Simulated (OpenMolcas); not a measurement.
**N³⁺: effect of the basis set**

- Program: OpenMolcas
- Method: SS-CASPT2, IPEA 0.25 Eh, imaginary shift 0.1 Eh (closed shells correlated: 1s)
- Active space: 2 electrons in 8 orbitals (2s 2p 3s 3p)
- State averaging: 2S+1 = 3 even, 3 roots; 2S+1 = 1 even, 7 roots; 2S+1 = 3 odd, 3 roots; 2S+1 = 1 odd, 3 roots
- Spin-orbit coupling: state interaction with AMFI integrals over the reference wave functions, term energies averaged over their components

A. ANO-RCC-VTZP [4s3p2d1f], DKH2, point nucleus; CASPT2 step roughly 3 core-seconds
B. ANO-R2 [4s4p2d1f], X2C, finite nucleus; CASPT2 step of the order of 5 core-seconds
C. ANO-RCC-VQZP [5s4p3d2f1g], DKH2, point nucleus; CASPT2 step roughly 3 core-seconds
D. ANO-RCC [8s7p4d3f2g], DKH2, point nucleus; CASPT2 step of the order of 5 core-seconds

Energies in cm-1 above 2s2 1S0, the measured ground level; measured values from Moore, Selected Tables of Atomic Spectra, NSRDS-NBS 3, section 4.

| Level | A | B | C | D | Measured |
| --- | --- | --- | --- | --- | --- |
| 2s2 1S0 | 0.0 | 0.0 | 0.0 | 0.0 | 0.0 |
| 2s 2p 3P* 0 | 67200 | 67460 | 67190 | 67260 | 67209 |
| 2s 2p 3P* 1 | 67270 | 67530 | 67260 | 67330 | 67272 |
| 2s 2p 3P* 2 | 67410 | 67670 | 67400 | 67470 | 67416 |
| 2s 2p 1P* 1 | 132790 | 132890 | 131970 | 131820 | 130694 |
| 2p2 3P0 | 175850 | 176160 | 175610 | 175760 | 175535 |
| 2p2 3P1 | 175920 | 176230 | 175680 | 175830 | 175608 |
| 2p2 3P2 | 176050 | 176370 | 175820 | 175970 | 175733 |
| 2p2 1D2 | 190380 | 190640 | 189780 | 189850 | 188882 |
| 2p2 1S0 | 237180 | 237260 | 235980 | 235940 | 235369 |

Deviations, from unrounded energies. A percentage is the sum of absolute deviations over the sum of measured energies, with the sign that they share, or ± where signs differ.

```json
{"Against measurement": "mean absolute deviation (cm-1)", "Levels": "9", "A": "710", "B": "950", "C": "340", "D": "390"}
{"Against measurement": "other configurations (%)", "Levels": "9", "A": "±0.5", "B": "+0.7", "C": "±0.2", "D": "+0.3"}
```

C lies closest to measurement on these levels and B furthest from it. The largest miss of C in the table is 2s 2p 1P* 1, by +1300 cm-1. The ranking rests on the paired levels alone, and a cruder setting can come out closer through cancelling errors.

Among A to D the level of the table that moves most is 2p2 1S0, by 1300 cm-1 (lowest in D, highest in B). Moves below CASPT2's spread within the term are not significant.

CASPT2 does not keep the components of a term degenerate, so their means are used; among the terms shown or strongly mixed into the levels shown the widest spread is 32 cm-1 (2p2 1D, D). Active for correlation alone: 3p 3s; no level in the range computed is led by a configuration that fills them, so any true level of that kind is missing. Computed and measured levels are paired by configuration, term and J; levels that our copy of the source lacks, or whose pairing is in doubt (as where it misses far off the trend of its configuration), stay unpaired and out of the deviations. Levels of configurations outside the active space are missing.

* marks odd parity.
